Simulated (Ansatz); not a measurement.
Reactions of CH5InS (`[CH3][InH][SH]`).

Computed with Ansatz on PBE0-D4/def2-TZVP structures; ΔE is electronic, products minus reactants. CCSD(T)/CBS adds triple-zeta CCSD(T) − MP2 to the extrapolated MP2 energy (def2 sets, frozen cores). This one scheme is used for every species, atoms too. No spin–orbit coupling; open shells (•) take unrestricted orbitals. def2 core potentials past Kr. Bonds to Br, In are less sure, by a few kJ/mol each and by 10 to 20 or more in all where they break to atoms, as the def2 sets lack core-valence functions. Scalar relativity is left out up to krypton. One conformer a species, not always the lowest.

Task: Order these by ΔE at CCSD(T)/CBS, lowest first. (Best estimate.)
A. `[CH3][InH][SH]` → `[CH2]` (triplet) + `[SH][InH2]`
B. `[CH3][InH][SH]` → H• + `[CH3][In][SH]`•
C. `[CH3][InH][SH]` + `[CH3]`• → `[CH3][In][SH]`• + CH₄
D. `[CH3][InH][SH]` + HBr → `[CH3][InH][Br]` + H₂S
E. `[CH3][InH][SH]` + `C=C=CO` → `C=C=C[O][InH][CH3]` + H₂S
F. `[CH3][InH][SH]` + CH₃OH → `C[O][InH][CH3]` + H₂S
G. `[CH3][InH][SH]` + dimethylamine → `C[N](C)[InH][SH]` + CH₄

Result: C (-157.9 kJ/mol), D (-52.0 kJ/mol), G (-37.7 kJ/mol), E (+33.9 kJ/mol), F (+63.3 kJ/mol), B (+314.4 kJ/mol), A (+465.9 kJ/mol).

Largest T1 diagnostic: 0.016, for `[CH3][In][SH]`•.
